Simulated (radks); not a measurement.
Results of a calculation; reference values are marked as such.
Question: Pb II, configuration [Xe] 4f14 5d10 6p3 (not the ground configuration). Code: a radial shooting solver on a logarithmic mesh with Libxc functionals. Model: scalar-relativistic Kohn-Sham, PBE, spin-polarised, spherical densities, finite nucleus; open shells are filled with parallel spins first (spin-orbit coupling, left out, can overturn this in heavy ions); Fermi nuclear charge, rms radius 5.5012 fm. Some entries of the table are withheld. Estimate them.

orbital,occ.,eigenvalue (eV),<r> (bohr),<r^2> (bohr^2)
1s up,1,-88085.25,0.01606,0.0003575
1s down,1,-88085.21,0.01606,0.0003575
2s up,1,-15765.57,0.06762,0.005422
2s down,1,-15765.55,0.06762,0.005422
2p up,3,-13530.67,0.06144,0.004618
2p down,3,-13530.65,0.06144,0.004618
3s up,1,-3793.128,0.1746,0.03487
3s down,1,-3793.106,0.1746,0.03487
3p up,3,-3151.902,0.1765,0.03612
3p down,3,-3151.876,0.1765,0.03612
3d up,5,-2496.269,0.1599,0.02993
3d down,5,-2496.246,0.1599,0.02993
4s up,1,-867.3541,0.3843,0.1666
4s down,1,-867.3157,0.3843,0.1666
4p up,3,-657.1013,0.4100,0.1909
4p down,3,-657.0595,0.4099,0.1909
4d up,5,-413.2524,0.4310,0.2143
4d down,5,-413.2046,0.4309,0.2143
5s up,1,-155.2061,0.8537,0.8164
5s down,1,-155.0883,0.8536,0.8161
4f up,7,(1),0.4539,0.2467
4f down,7,(2),0.4538,0.2466
5p up,3,-96.9971,(3),1.076
5p down,3,-96.8656,(4),1.072
5d up,5,-32.1981,1.295,1.947
5d down,5,-31.7452,1.278,1.889
6p up,3,-12.2582,(5),9.155
6p down,0,-10.0243,(6),9.086

Answer: 
(1) 4f up eigenvalue (eV): -144.0474
(2) 4f down eigenvalue (eV): -143.9912
(3) 5p up <r> (bohr): 0.9765
(4) 5p down <r> (bohr): 0.9753
(5) 6p up <r> (bohr): 2.847
(6) 6p down <r> (bohr): 2.830
